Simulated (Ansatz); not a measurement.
Basis-set extrapolation for `C1[SiH2]SCS1` (PBE0-D4/def2-TZVP geometry, frozen core, the Gaussian-basis code of Ansatz). Multiplicity 1, RHF reference.

```
                       def2-TZVPP    def2-QZVPP
                 HF  -1163.311845  -1163.346868
    MP2 correlation     -0.812161     -0.875048
CCSD(T) correlation     -0.911805       not run
```

Energies in hartree. Use E(X) = E(∞) + A·exp(−7.88·√X) for Hartree–Fock and E(X) = E(∞) + B·X^(−2.97) for correlation, with X = 3 and 4, and add CCSD(T) minus MP2 of the smaller set to the MP2 limit.

Question: What is the CCSD(T) energy at the basis-set limit?

Answer: HF limit: -1163.346868 + (-0.035023) × 0.13774 = -1163.35169. MP2 limit: -0.875048 + (-0.062887) × 0.74074 = -0.92163. Higher-order term: -0.911805 − (-0.812161) = -0.09964. Total: -1164.37296 hartree, 392.0 kJ/mol below CCSD(T)/def2-TZVPP.
